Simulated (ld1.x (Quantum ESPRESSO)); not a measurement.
## xenon (Xe): one change to a TM potential, before and after

xenon (Xe), norm-conserving Troullier–Martins (Kleinman–Bylander form), made with ld1.x (Quantum ESPRESSO) 7.5 (PBEsol, scalar-relativistic). Core [Kr] 4d10, reference 5s2 5p6. Waves: 5p (bound): rc 1.85 bohr; 5d channel at 0.25 Ry: rc 1.55 bohr; 5s (bound): rc 1.70 bohr. Local part: the s channel. Core correction: none.

Change: all radii scaled by about 1.40 (s 2.38, p 2.60, d 2.18 bohr).

Cutoffs: the cutoffs (Ry, on a coarse ladder) from which the occupation-weighted sum of valence levels, in a spherical-Bessel basis at the reference potential, stays within 10 and 1 mRy of its value at 400 Ry; they do not see the model core or the augmentation charge, which bear on the density cutoff. Errors are all-electron minus pseudo energies relative to the spin-unpolarised reference configuration.

What does the change do?

The potential gets softer (35 Ry and 60 Ry → 21 Ry and 35 Ry); the bound ghost in d disappears; of the 6 tests that both files solve, the error grows in 0 and shrinks in 6 by more than 15 % and 0.3 meV (median size 7.0 → 0.8 meV). A larger radius leaves more room for a smooth pseudo-wave, so fewer plane waves are needed. That the errors move this way runs against the usual rule that smaller radii transfer better.

```tsv
quantity	base	changed
cutoff, loose	35 Ry	21 Ry
cutoff, tight	60 Ry	35 Ry
loose cutoff by channel (10 mRy a level)	p 15 Ry, s 30 Ry	p 6 Ry, s 12 Ry
bound ghosts	d	none
error for 5s2 5p5, meV [ΔE 12.55 eV]	-3.8	-1.1
error for 5s2 5p4, meV [ΔE 34.33 eV]	-10	+0.4
error for 5s2 5p3, meV [ΔE 66.10 eV]	-20	+0.6
error for 5s2 5p5.5, meV [ΔE 5.18 eV]	-1.6	-0.9
error for 5s2 5p2, meV [ΔE 108.49 eV]	-31	-8.6
error for 5s1 5p6, meV [ΔE 24.73 eV]	+2.4	+0.6
```

 A true bound ghost makes a file unfit for plane-wave use even where its test errors are small: the radial tests pick states by their node count and pass the ghost by.
